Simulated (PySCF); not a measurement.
Delta-SCF ions had no search for a lower state. Excitations are Tamm–Dancoff values on a coarser integration grid. The basis has no diffuse functions, so Rydberg states are missing or too high.

Cartesian coordinates (Å):
SMILES: c1cccc2c1sc([SiH3])c2C#C
```xyz
20

C      1.8786     2.7886     0.4725
C      1.4246     1.6656     0.2781
C      0.8417     0.3874     0.0579
C      1.5604    -0.7921    -0.1618
Si     3.4275    -1.0163    -0.2262
S      0.4967    -2.1613    -0.3921
C     -0.9404    -1.1789    -0.1978
C     -2.2805    -1.6029    -0.2557
C     -3.2834    -0.6459    -0.0718
C     -2.9607     0.7112     0.1659
C     -1.6305     1.1298     0.2229
C     -0.5985     0.1825     0.0404
H      2.2991     3.7696     0.6418
H      3.8631    -1.9951     0.8298
H      4.0792     0.3133     0.0018
H      3.8313    -1.5681    -1.5662
H     -2.5318    -2.6575    -0.4405
H     -4.3386    -0.9554    -0.1131
H     -3.7698     1.4432     0.3071
H     -1.3679     2.1824     0.4072
```
Charge 0, spin multiplicity 1.

Problem. Estimate the LUMO, S1–T1 gap (TDA), HOMO–LUMO gap, vertical ionisation energy (Delta-SCF) and dipole moment that PBE-D3(BJ)/def2-TZVP // PBE-D3(BJ)/def2-SVP run with PySCF returns for this input.

Solution. 
| Item | Value |
|---|---|
| LUMO | -2.41 eV |
| S1–T1 gap (TDA) | 1.10 eV |
| HOMO–LUMO gap | 3.06 eV |
| vertical ionisation energy (Delta-SCF) | 7.66 eV |
| dipole moment | 0.91 D |
